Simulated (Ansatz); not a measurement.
Pulling on the Br1–F2 bond in BrF (multiplicity 1 held). Energies count from the point at 1.774 Å.


R- and RO- levels are restricted; in cc, def2 and unpolarised 6-31G sets they are followed outwards from rest. U- levels take the lowest unrestricted solution at each point, which mixes spins at long bonds. Active spaces are followed from rest. Left out are points that failed, MP2 points that dive below the minimum, coupled-cluster points behind a jump of the amplitudes or a sharp parting from full CI or MRCI, small-basis points behind a change of solution, and semi-empirical points at long bonds. Curves can end on different states.

Correlated levels freeze the cores. Filled d and f shells under p-block atoms count as core.

Codes used: Ansatz (a quantum-chemistry and plane-wave program). Values without a source in brackets are computed.

Energies in eV.

```json
[
 {"R (Å)": "1.419", "R-HF/cc-pVTZ": "2.59", "R-MP2/cc-pVTZ": "3.09", "U-CCSD/cc-pVTZ": "3.03", "R-CCSD(T)/cc-pVTZ": "3.12", "CASSCF(14,8)/cc-pVTZ": "3.10", "FIC-MRCISD+Q on CASSCF(14,8)/cc-pVTZ": "3.11"},
 {"R (Å)": "1.597", "R-HF/cc-pVTZ": "0.25", "R-MP2/cc-pVTZ": "0.49", "U-CCSD/cc-pVTZ": "0.47", "R-CCSD(T)/cc-pVTZ": "0.51", "CASSCF(14,8)/cc-pVTZ": "0.55", "FIC-MRCISD+Q on CASSCF(14,8)/cc-pVTZ": "0.51"},
 {"R (Å)": "1.774", "R-HF/cc-pVTZ": "0.00", "R-MP2/cc-pVTZ": "0.00", "U-CCSD/cc-pVTZ": "0.00", "R-CCSD(T)/cc-pVTZ": "0.00", "CASSCF(14,8)/cc-pVTZ": "0.00", "FIC-MRCISD+Q on CASSCF(14,8)/cc-pVTZ": "0.00"},
 {"R (Å)": "1.952", "R-HF/cc-pVTZ": "?", "R-MP2/cc-pVTZ": "0.35", "U-CCSD/cc-pVTZ": "0.39", "R-CCSD(T)/cc-pVTZ": "0.30", "CASSCF(14,8)/cc-pVTZ": "0.20", "FIC-MRCISD+Q on CASSCF(14,8)/cc-pVTZ": "0.30"},
 {"R (Å)": "2.129", "R-HF/cc-pVTZ": "1.47", "R-MP2/cc-pVTZ": "0.98", "U-CCSD/cc-pVTZ": "1.08", "R-CCSD(T)/cc-pVTZ": "0.85", "CASSCF(14,8)/cc-pVTZ": "0.60", "FIC-MRCISD+Q on CASSCF(14,8)/cc-pVTZ": "0.84"},
 {"R (Å)": "2.395", "R-HF/cc-pVTZ": "?", "R-MP2/cc-pVTZ": "1.96", "U-CCSD/cc-pVTZ": "1.87", "R-CCSD(T)/cc-pVTZ": "1.61", "CASSCF(14,8)/cc-pVTZ": "1.12", "FIC-MRCISD+Q on CASSCF(14,8)/cc-pVTZ": "1.58"},
 {"R (Å)": "2.662", "R-HF/cc-pVTZ": "4.05", "R-MP2/cc-pVTZ": "2.71", "U-CCSD/cc-pVTZ": "2.16", "R-CCSD(T)/cc-pVTZ": "2.03", "CASSCF(14,8)/cc-pVTZ": "1.42", "FIC-MRCISD+Q on CASSCF(14,8)/cc-pVTZ": "2.03"},
 {"R (Å)": "3.105", "R-HF/cc-pVTZ": "5.57", "R-MP2/cc-pVTZ": "3.29", "U-CCSD/cc-pVTZ": "2.25", "R-CCSD(T)/cc-pVTZ": "2.00", "CASSCF(14,8)/cc-pVTZ": "1.61", "FIC-MRCISD+Q on CASSCF(14,8)/cc-pVTZ": "2.30"},
 {"R (Å)": "3.549", "R-HF/cc-pVTZ": "6.56", "R-MP2/cc-pVTZ": "3.12", "U-CCSD/cc-pVTZ": "2.25", "R-CCSD(T)/cc-pVTZ": "1.62", "CASSCF(14,8)/cc-pVTZ": "1.64", "FIC-MRCISD+Q on CASSCF(14,8)/cc-pVTZ": "2.36"},
 {"R (Å)": "4.081", "R-HF/cc-pVTZ": "7.31", "R-MP2/cc-pVTZ": "2.27", "U-CCSD/cc-pVTZ": "2.25", "R-CCSD(T)/cc-pVTZ": "1.29", "CASSCF(14,8)/cc-pVTZ": "1.63", "FIC-MRCISD+Q on CASSCF(14,8)/cc-pVTZ": "2.37"},
 {"R (Å)": "4.791", "R-HF/cc-pVTZ": "?", "R-MP2/cc-pVTZ": "0.69", "U-CCSD/cc-pVTZ": "2.26", "R-CCSD(T)/cc-pVTZ": "1.10", "CASSCF(14,8)/cc-pVTZ": "1.64", "FIC-MRCISD+Q on CASSCF(14,8)/cc-pVTZ": "2.37"},
 {"R (Å)": "5.678", "R-HF/cc-pVTZ": "8.22", "R-MP2/cc-pVTZ": "left out", "U-CCSD/cc-pVTZ": "2.26", "R-CCSD(T)/cc-pVTZ": "1.04", "CASSCF(14,8)/cc-pVTZ": "1.64", "FIC-MRCISD+Q on CASSCF(14,8)/cc-pVTZ": "2.38"},
 {"R (Å)": "7.097", "R-HF/cc-pVTZ": "8.53", "R-MP2/cc-pVTZ": "left out", "U-CCSD/cc-pVTZ": "2.26", "R-CCSD(T)/cc-pVTZ": "1.03", "CASSCF(14,8)/cc-pVTZ": "1.64", "FIC-MRCISD+Q on CASSCF(14,8)/cc-pVTZ": "2.38"}
]
```

Task: What belongs in the gaps?

Result: 
- 1.952, R-HF/cc-pVTZ: 0.59
- 4.791, R-HF/cc-pVTZ: 7.86
- 2.395, R-HF/cc-pVTZ: 2.85

Doubts at one or more of the structures used: a restricted determinant that unrestricted orbitals would lower (R-HF/cc-pVTZ, R-MP2/cc-pVTZ, R-CCSD(T)/cc-pVTZ); a spin-contaminated determinant (U-CCSD/cc-pVTZ); T1 above 0.05 (U-CCSD/cc-pVTZ, R-CCSD(T)/cc-pVTZ); the program's own flag: other amplitudes (U-CCSD/cc-pVTZ); other coupled-cluster roots lie near (R-CCSD(T)/cc-pVTZ).
